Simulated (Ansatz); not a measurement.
All values below come from frozen-core CCSD(T)/cc-pVTZ run with Ansatz (a program for electronic structure).

Ansatz 0.2 input:
```yaml
crystal:
  periodic: [false, false, false]
  atoms:
    - { symbol: Br, position_ang: [0.0, 0.0, 0.0] }
basis:
  gaussian: { orbitals: cc-pVTZ }
correlation:
  method: ccsd_t
magnetization:
  spin_polarized: true
  initial_magnetization: 1
```

Output:

```
Functional definition: HF
276 factors; integrals over basis functions are off by at most 1.8e-4 eV
mean field evaluation 1: about -69999.6032 eV, gradient 5.1e0 eV
mean field evaluation 2: about -69999.6036 eV, gradient 5.1e0 eV
mean field evaluation 4: about -69999.7946 eV, gradient 5.2e-1 eV
mean field evaluation 8: about -69999.7968 eV, gradient 1.1e-3 eV
mean field evaluation 16: about -69999.7950 eV, gradient 5.3e-1 eV
mean field evaluation 32: about -69999.7968 eV, gradient 4.2e-3 eV
mean field evaluation 64: about -69999.7968 eV, gradient 7.5e-4 eV
mean field -69999.79681619 eV, -2572.4450854287 hartree, gradient 4.6e-7 eV, S^2 0.758700; 4 other end points of the search recorded, 0 dependent functions left out
9 core orbitals not correlated
reference -69999.79681619 eV, -2572.4450854287 hartree; 9, 8 occupied and 25, 26 virtual orbitals, 276 factors
second order -5.28897282 eV of doubles, -0.00000000 eV of singles
cycle   1  -5.56230103 eV  change   -2.7e-1 eV  update   4.0e-2
cycle   2  -5.70632622 eV  change   -1.4e-1 eV  update   1.2e-2
cycle   3  -5.70906062 eV  change   -2.7e-3 eV  update   3.1e-3
cycle   4  -5.70984639 eV  change   -7.9e-4 eV  update   7.8e-4
cycle   5  -5.70970725 eV  change    1.4e-4 eV  update   1.6e-4
cycle   6  -5.70970002 eV  change    7.2e-6 eV  update   4.7e-5
cycle   7  -5.70971607 eV  change   -1.6e-5 eV  update   1.3e-5
perturbative correction -0.17067464 eV, -0.0062721772 hartree
Total energy: -70005.67720690 eV, -2572.6611858012 hartree
```

Cost: about 2.5 core-seconds (a rough figure).
